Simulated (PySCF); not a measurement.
**Electron correlation in Sc (scandium, neutral)**

[Ar] 3d1 4s1 4p1, one real determinant (an excited configuration). Computed with PySCF 2.14 in x2c-TZVPPall, with the spin-free X2C one-electron Hamiltonian (Gaussian nucleus). Frozen: [Ne]; 11 electrons correlated.

MP2 pair energies summed by pair of shells (mhartree):

```json
{"pair": "3p-3p", "energy": "-125.29", "share (%)": "62.0"}
{"pair": "3p-3d", "energy": "-23.35", "share (%)": "11.6"}
{"pair": "3s-3p", "energy": "-20.43", "share (%)": "10.1"}
{"pair": "3p-4s", "energy": "-10.72", "share (%)": "5.3"}
{"pair": "3s-3s", "energy": "-6.05", "share (%)": "3.0"}
{"pair": "3p-4p", "energy": "-5.22", "share (%)": "2.6"}
{"pair": "3s-3d", "energy": "-4.09", "share (%)": "2.0"}
{"pair": "3d-4s", "energy": "-2.42", "share (%)": "1.2"}
{"pair": "4s-4p", "energy": "-1.70", "share (%)": "0.8"}
{"pair": "3d-4p", "energy": "-1.57", "share (%)": "0.8"}
{"pair": "3s-4s", "energy": "-0.76", "share (%)": "0.4"}
{"pair": "3s-4p", "energy": "-0.35", "share (%)": "0.2"}
```

Total MP2 correlation energy: -201.95 mhartree.

Same-spin part -62.51 and opposite-spin part -139.45 mhartree; SCS-MP2 scales them by 1/3 and 6/5 to -188.17 mhartree.

The basis was made for the ground configuration and has no added diffuse functions, which can raise the energy of the promoted electron.

The reference is one real determinant that mixes LS terms of this configuration.

This basis was not built for core-valence correlation, so the inner-shell part is incomplete.
